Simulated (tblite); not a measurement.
Species: C7H15NSi.
Cartesian coordinates in Å at the GFN2-xTB level; atoms count from 1:
```xyz
24
C7H15NSi angstrom
C     -0.5377   -2.6106   -1.6629
C     -0.6604   -1.6362   -0.9789
C     -0.8073   -0.4200   -0.1836
C     -2.1012   -0.5333    0.6292
C      0.3958   -0.3025    0.7817
C      1.7341   -0.1399    0.0663
C      2.8887   -0.0697    1.0583
N     -0.8910    0.7073   -1.0963
Si    -1.3658    2.3086   -0.7054
H     -0.4347   -3.4781   -2.2442
H     -2.2023    0.3213    1.2929
H     -2.0907   -1.4449    1.2227
H     -2.9549   -0.5597   -0.0431
H      0.4275   -1.1989    1.4052
H      0.2252    0.5592    1.4308
H      1.7182    0.7759   -0.5293
H      1.8844   -0.9832   -0.6131
H      2.7581    0.7704    1.7372
H      3.8347    0.0549    0.5369
H      2.9406   -0.9811    1.6498
H     -0.2557    0.5919   -1.8712
H     -1.1170    3.0539   -1.9379
H     -0.6158    2.9236    0.4043
H     -2.7847    2.3109   -0.3415
```

All values are computed: GFN2-xTB (tblite) harmonic vibrations without scaling, gas phase. Errors from tens to a few hundred cm⁻¹ against measured bands are possible. Modes of hydrogen on silicon can be 10 to 20 % off. One conformer, not necessarily the lowest.

Harmonic wavenumbers (cm⁻¹): 34.3, 74.0, 84.8, 107.8, 132.1, 170.8, 188.3, 210.7, 233.5, 251.2, 313.8, 357.5, 363.2, 401.1, 408.1, 463.8, 550.9, 587.1, 607.3, 667.2, 674.1, 756.0, 768.6, 783.4, 816.6, 833.8, 866.6, 913.9, 929.0, 977.9, 1016.0, 1060.3, 1089.5, 1115.1, 1137.2, 1193.2, 1201.0, 1247.2, 1284.9, 1291.0, 1344.0, 1365.6, 1397.5, 1415.8, 1474.3, 1484.5, 1492.0, 1496.5, 1504.8, 1506.9, 2153.2, 2238.9, 2265.8, 2283.3, 2961.6, 2973.4, 2976.2, 2981.6, 3030.2, 3033.1, 3034.0, 3039.4, 3039.7, 3045.2, 3390.7, 3453.0.

A = 1378, B = 1050, C = 741.8 MHz; mass 141.097 u (most abundant isotopes); point group C1, symmetry number 1.

Task: What is the zero-point energy?

Result: Half the sum of the wavenumbers: 43272 cm⁻¹ = 123.72 kcal/mol.

Task: Entropy at 273.15 K, 1 bar (ideal gas, RRHO, classical rotation)?

Result: Translation 40.34, rotation 29.82, vibration 37.04: S = 107.2 cal/(mol K).

Task: And Cp and H(273.15 K) − H(0)?

Result: Cp = 46.17 cal/(mol K), of which vibrations give 38.22 (their classical limit is 66 R = 131.2); H(273.15 K) − H(0) = 7.54 kcal/mol without the zero-point energy, 5.37 from vibrations.

Task: Which modes carry the vibrational entropy at 273.15 K?

Result: 34.3 cm⁻¹: 5.39; 74.0 cm⁻¹: 3.87; 84.8 cm⁻¹: 3.61; 107.8 cm⁻¹: 3.14; 132.1 cm⁻¹: 2.75; 170.8 cm⁻¹: 2.26 cal/(mol K); the other 60 give 16.02 together.

Task: Blend soft modes into free rotors: weight 1/[1 + (100 cm⁻¹/ν̃)⁴] for the oscillator and the rest for a rotor with moment μB/(μ + B), μ = h/(8π²ν), B = 10⁻⁴⁴ kg m². What vibrational entropy results?

Result: 34.22 cal/(mol K) in place of 37.04, which changes −T·S at 273.15 K by +0.77 kcal/mol.

Hindered rotation and anharmonicity are outside this model. Other conformers, if any are populated, would add a mixing term that is left out. The structure is chiral; the term R ln 2 for an equal mix with its mirror image is left out.
